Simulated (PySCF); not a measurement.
PySCF input file for Te(OH)(SMe) (CH4OSTe), SMILES CS[Te]O, TDDFT-LC-ωPBE/def2-SVPD. Geometry optimised at PBE0-D3(BJ)/def2-SVP. The def2 effective core potentials stand for the cores of Te; spin–orbit coupling is left out. Other conformers were not sampled.

```python
import numpy as np
from pyscf import gto, scf, dft, tdscf

mol = gto.M(
    atom='''
    Te    0.41821248    0.21010245    0.59830297
    O     1.34485050    1.43806535   -0.68263942
    H     0.71690662    2.13812350   -0.90353966
    S    -0.71834773   -1.29358702   -0.85213287
    C    -2.30504829   -0.47749847   -1.20563115
    H    -2.84616304   -0.23500002   -0.28148621
    H    -2.89482629   -1.19973870   -1.79016716
    H    -2.15791652    0.42914852   -1.80753300
    ''',
    basis='def2-SVPD',
    ecp={'Te': 'def2-svp'},
    charge=0,
    spin=0,
    max_memory=1600,
    verbose=4,
)
mf = dft.RKS(mol, xc='lc_wpbe').density_fit(auxbasis='def2-universal-jkfit')
mf.grids.level = 3
mf.conv_tol = 1e-9
mf.max_cycle = 100
mf.kernel()
mf.grids = dft.Grids(mol).set(level=1).build(with_non0tab=True)  # coarser grid for the response kernel
td = tdscf.TDDFT(mf)
td.singlet = True
td.nstates = 10
td.conv_tol = 1e-4
td.positive_eig_threshold = 1e-6
td.kernel(x0=td.get_init_guess(mf, 15))
td.analyze()
tt = tdscf.TDA(mf)
tt.singlet = False
tt.nstates = 4
tt.conv_tol = 1e-4
tt.positive_eig_threshold = 1e-6
tt.kernel(x0=tt.get_init_guess(mf, 9))
tt.analyze(verbose=3)
```

Log of the run:

```
PySCF version 2.14.0

[INPUT] verbose = 4
[INPUT] num. atoms = 8
[INPUT] num. electrons = 58
[INPUT] charge = 0
[INPUT] spin (= nelec alpha-beta = 2S) = 0
[INPUT] symmetry False subgroup None
[INPUT] Mole.unit = angstrom
[INPUT] Symbol           X                Y                Z      unit          X                Y                Z       unit  Magmom
[INPUT]  1 Te     0.418212480000   0.210102450000   0.598302970000 AA    0.790307049075   0.397036088600   1.130628752814 Bohr   0.0
[INPUT]  2 O      1.344850500000   1.438065350000  -0.682639420000 AA    2.541399123484   2.717549660727  -1.290001545632 Bohr   0.0
[INPUT]  3 H      0.716906620000   2.138123500000  -0.903539660000 AA    1.354757168688   4.040467835496  -1.707442500083 Bohr   0.0
[INPUT]  4 S     -0.718347730000  -1.293587020000  -0.852132870000 AA   -1.357480471903  -2.444525186092  -1.610297746040 Bohr   0.0
[INPUT]  5 C     -2.305048290000  -0.477498470000  -1.205631150000 AA   -4.355909971997  -0.902341333199  -2.278312680744 Bohr   0.0
[INPUT]  6 H     -2.846163040000  -0.235000020000  -0.281486210000 AA   -5.378468651460  -0.444085677067  -0.531931844742 Bohr   0.0
[INPUT]  7 H     -2.894826290000  -1.199738700000  -1.790167160000 AA   -5.470428866291  -2.267177564042  -3.382925649590 Bohr   0.0
[INPUT]  8 H     -2.157916520000   0.429148520000  -1.807533000000 AA   -4.077871222475   0.810973169562  -3.415742331113 Bohr   0.0

nuclear repulsion = 259.003386130555
number of shells = 57
number of NR pGTOs = 218
number of NR cGTOs = 137
basis = def2-SVPD
ecp = {'Te': 'def2-svp'}


******** <class 'pyscf.df.df_jk.DFRKS'> ********
method = DFRKS
initial guess = minao
damping factor = 0
level_shift factor = 0
DIIS = <class 'pyscf.scf.diis.CDIIS'>
diis_start_cycle = 1
diis_space = 8
diis_damp = 0
SCF conv_tol = 1e-09
SCF conv_tol_grad = None
SCF max_cycles = 100
direct_scf = False
XC library pyscf.dft.libxc version 7.1.2
    S. Lehtola, C. Steigemann, M. J. T. Oliveira, and M. A. L. Marques,  SoftwareX 7, 1–5 (2018)
XC functionals = lc_wpbe
    O. A. Vydrov and G. E. Scuseria,  J. Chem. Phys. 125, 234109 (2006)
radial grids:
    Treutler-Ahlrichs [JCP 102, 346 (1995); DOI:10.1063/1.469408] (M4) radial grids

becke partition: Becke, JCP 88, 2547 (1988); DOI:10.1063/1.454033
pruning grids: <function nwchem_prune>
grids dens level: 3
symmetrized grids: False
atomic radii adjust function: <function treutler_atomic_radii_adjust>
small_rho_cutoff = 0
Set gradient conv threshold to 3.16228e-05
Initial guess from minao.
tot grids = 108272
Create RSH-DF object <pyscf.df.df.DF object> for omega=0.4
******** <class 'pyscf.df.df.DF'> ********
auxbasis = auxmol.basis = def2-universal-jkfit
init E= -753.447858993626
  HOMO = -0.738921581547844  LUMO = -0.621015744500084  gap/eV = 3.20838
cycle= 1 E= -778.218765053555  delta_E= -24.8  |g|= 3.28  |ddm|= 9.57
  HOMO = -0.0984375454595933  LUMO = -0.0872694636619406  gap/eV = 0.30390
cycle= 2 E= -752.17072739457  delta_E=   26  |g|= 6.55  |ddm|= 30.5
  HOMO = -0.209214874611782  LUMO = -0.109233201259143  gap/eV = 2.72064
cycle= 3 E= -780.55492748859  delta_E= -28.4  |g|= 1.87  |ddm|= 29.6
  HOMO = -0.257837734820173  LUMO = -0.0348209664446914  gap/eV = 6.06860
cycle= 4 E= -781.483814214879  delta_E= -0.929  |g|= 0.704  |ddm|=  2.5
  HOMO = -0.289398464726126  LUMO = 0.0145112874354982  gap/eV = 8.26981
cycle= 5 E= -781.577269306841  delta_E= -0.0935  |g|= 0.229  |ddm|= 0.742
  HOMO = -0.319646280560705  LUMO = 0.0166243747596229  gap/eV = 9.15039
cycle= 6 E= -781.591017011179  delta_E= -0.0137  |g|= 0.123  |ddm|= 0.328
  HOMO = -0.334868387845581  LUMO = 0.00713914372087945  gap/eV = 9.30650
cycle= 7 E= -781.595388564784  delta_E= -0.00437  |g|= 0.0242  |ddm|= 0.179
  HOMO = -0.333630361538502  LUMO = 0.00976009579348341  gap/eV = 9.34413
cycle= 8 E= -781.595741687354  delta_E= -0.000353  |g|= 0.0112  |ddm|= 0.0703
  HOMO = -0.332897119516854  LUMO = 0.011126450630138  gap/eV = 9.36136
cycle= 9 E= -781.595796847137  delta_E= -5.52e-05  |g|= 0.00377  |ddm|= 0.0215
  HOMO = -0.332613410604082  LUMO = 0.0113551524708044  gap/eV = 9.35986
cycle= 10 E= -781.595809631539  delta_E= -1.28e-05  |g|= 0.00134  |ddm|= 0.0114
  HOMO = -0.332623417776376  LUMO = 0.0113662925256921  gap/eV = 9.36044
cycle= 11 E= -781.595811671678  delta_E= -2.04e-06  |g|= 0.000469  |ddm|= 0.00535
  HOMO = -0.332641880582566  LUMO = 0.0113355028314081  gap/eV = 9.36010
cycle= 12 E= -781.595811910165  delta_E= -2.38e-07  |g|= 0.00017  |ddm|= 0.00161
  HOMO = -0.332630954125021  LUMO = 0.0113348315145057  gap/eV = 9.35979
cycle= 13 E= -781.595811950474  delta_E= -4.03e-08  |g|= 5.44e-05  |ddm|= 0.00075
  HOMO = -0.332617084642903  LUMO = 0.0113432909180983  gap/eV = 9.35964
cycle= 14 E= -781.595811955065  delta_E= -4.59e-09  |g|= 1.75e-05  |ddm|= 0.000291
  HOMO = -0.332619702794712  LUMO = 0.0113419258591825  gap/eV = 9.35967
cycle= 15 E= -781.5958119554  delta_E= -3.34e-10  |g|= 1.13e-05  |ddm|= 5.71e-05
  HOMO = -0.332618497058652  LUMO = 0.0113422031043484  gap/eV = 9.35965
Extra cycle  E= -781.595811955498  delta_E= -9.82e-11  |g|= 1e-05  |ddm|= 3.27e-05
converged SCF energy = -781.595811955498
tot grids = 34592
Overwritten attributes  positive_eig_threshold  of <class 'pyscf.tdscf.rks.TDDFT'>


******** <class 'pyscf.tdscf.rks.TDDFT'> for <class 'pyscf.df.df_jk.DFRKS'> ********
nstates = 10 singlet
deg_eia_thresh = 1.000e-03
wfnsym = None
conv_tol = 0.0001
eigh lindep = 1e-12
eigh level_shift = 0
eigh max_cycle = 100


Excitation energies (eV)
[3.46730751 3.91135458 4.87449141 5.53575142 5.64797513 6.36509545
 6.64835421 6.85780918 7.14891191 7.32229899]

** Singlet excitation energies and oscillator strengths **
Excited State   1:      3.46731 eV    357.58 nm  f=0.0019
      29 -> 30       -0.62259
      29 -> 31        0.23832
      29 -> 35        0.17302
Excited State   2:      3.91135 eV    316.99 nm  f=0.0019
      29 -> 30        0.24735
      29 -> 31        0.62150
      29 -> 33        0.16344
Excited State   3:      4.87449 eV    254.35 nm  f=0.0034
      28 -> 30       -0.14693
      28 -> 31       -0.63560
      28 -> 32        0.13977
      28 -> 33       -0.15994
      28 -> 36        0.10398
Excited State   4:      5.53575 eV    223.97 nm  f=0.0094
      27 -> 30        0.20034
      27 -> 31        0.24150
      28 -> 30        0.57895
      28 -> 31       -0.12428
      28 -> 35       -0.13733
Excited State   5:      5.64798 eV    219.52 nm  f=0.0131
      26 -> 30       -0.15221
      27 -> 30       -0.61633
      27 -> 35        0.14635
      28 -> 30        0.16574
Excited State   6:      6.36510 eV    194.79 nm  f=0.1112
      29 -> 32        0.57414
      29 -> 34        0.23196
      29 -> 35       -0.10837
      29 -> 36       -0.23420
      29 -> 37        0.12050
Excited State   7:      6.64835 eV    186.49 nm  f=0.1516
      27 -> 31       -0.46194
      28 -> 30        0.17726
      28 -> 36       -0.14043
      29 -> 32       -0.13657
      29 -> 33       -0.13950
      29 -> 36       -0.29983
      29 -> 42        0.11832
Excited State   8:      6.85781 eV    180.79 nm  f=0.0457
      27 -> 31       -0.19133
      28 -> 33        0.18901
      28 -> 36        0.54086
      28 -> 40        0.14087
      28 -> 41       -0.22048
      28 -> 42       -0.10589
Excited State   9:      7.14891 eV    173.43 nm  f=0.0291
      29 -> 30        0.11465
      29 -> 32       -0.14329
      29 -> 33       -0.51323
      29 -> 34        0.36485
Excited State  10:      7.32230 eV    169.32 nm  f=0.0180
      25 -> 30       -0.25376
      26 -> 30       -0.46442
      26 -> 35        0.10233
      27 -> 30        0.13612
      29 -> 32        0.10329
      29 -> 33       -0.11307
      29 -> 35        0.20359
      29 -> 36        0.19052

** Transition electric dipole moments (AU) **
state          X           Y           Z        Dip. S.      Osc.
  1         0.0194     -0.1464      0.0321      0.0228      0.0019
  2        -0.0410     -0.0476     -0.1242      0.0194      0.0019
  3        -0.0334     -0.0425      0.1608      0.0288      0.0034
  4         0.1875      0.1454     -0.1130      0.0691      0.0094
  5         0.0481      0.0104      0.3032      0.0943      0.0131
  6         0.6281     -0.5525     -0.1159      0.7132      0.1112
  7         0.4447      0.6794      0.5208      0.9306      0.1516
  8         0.3341      0.3564      0.1819      0.2717      0.0457
  9         0.2137     -0.0697      0.3401      0.1662      0.0291
 10         0.1987      0.2082     -0.1314      0.1001      0.0180

WARN: ECP detected. Skipping calculation of transition velocity and magnetic dipole moments, which have not yet been implemented.

Overwritten attributes  positive_eig_threshold  of <class 'pyscf.tdscf.rks.TDA'>


******** <class 'pyscf.tdscf.rks.TDA'> for <class 'pyscf.df.df_jk.DFRKS'> ********
nstates = 4 triplet
deg_eia_thresh = 1.000e-03
wfnsym = None
conv_tol = 0.0001
eigh lindep = 1e-12
eigh level_shift = 0
eigh max_cycle = 100


Excitation energies (eV)
[2.67698116 3.12868338 4.21758407 4.84667326]

** Triplet excitation energies and oscillator strengths **
Excited State   1:      2.67698 eV    463.15 nm  f=0.0000
Excited State   2:      3.12868 eV    396.28 nm  f=0.0000
Excited State   3:      4.21758 eV    293.97 nm  f=0.0000
Excited State   4:      4.84667 eV    255.81 nm  f=0.0000
```

The calculation finished and met its thresholds.

Cost: around 4 core-minutes (rough).
